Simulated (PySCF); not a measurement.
## Molecular orbitals of ZnO

TPSS at R = 1.874 Å; Zn def2-SVPD, O def2-SVPD; no relativity (PySCF 2.14). State: ³Π (triplet), unpaired electrons σ ↑, π ↑. Only the outer orbitals are listed, counted within each symmetry.

| spin | orbital | occ. | ε (eV) | on Zn (%) | main shells (%) |
| --- | --- | --- | --- | --- | --- |
| α | 4π | 1 | -8.98 | 9 | 91 O p |
| α | 9σ | 1 | -8.68 | 40 | 60 O p, 29 Zn s, 10 Zn d |
| α | 4π | 1 | -7.13 | 6 | 94 O p |
| α | 10σ | 1 | -5.53 | 86 | 66 Zn s, 18 Zn p, 14 O p |
| α | 5π | 0 | -1.41 | 107 | 107 Zn p |
| α | 5π | 0 | -1.26 | 107 | 107 Zn p |
| β | 9σ | 1 | -7.60 | 40 | 59 O p, 34 Zn s |
| β | 4π | 1 | -6.48 | 6 | 94 O p |
| β | 4π | 0 | -5.12 | 8 | 92 O p |
| β | 10σ | 0 | -4.10 | 85 | 69 Zn s, 17 O p, 14 Zn p |
| β | 5π | 0 | -0.60 | 104 | 104 Zn p |

Q: Which are the highest filled and the lowest empty level, where do they sit, and how wide is the gap?

A: Highest filled α 10σ at -5.53 eV (in %: 66 Zn s, 18 Zn p, 14 O p); lowest empty β 4π at -5.12 eV (in %: 92 O p); the gap at TPSS is 0.41 eV.

```json
{
 "bond order (Mayer)": "0.77",
 "⟨S²⟩": "2.006",
 "charge on Zn (Mulliken, basis-dependent)": "0.45",
 "charge on Zn (Löwdin, basis-dependent)": "0.72",
 "dipole moment (positive dipole means Zn(−)O(+))": "-2.42 D"
}
```

Shares are Mulliken populations and can fall outside 0 to 100 %.

The state was picked by a PBE0 search and need not be the measured ground state.
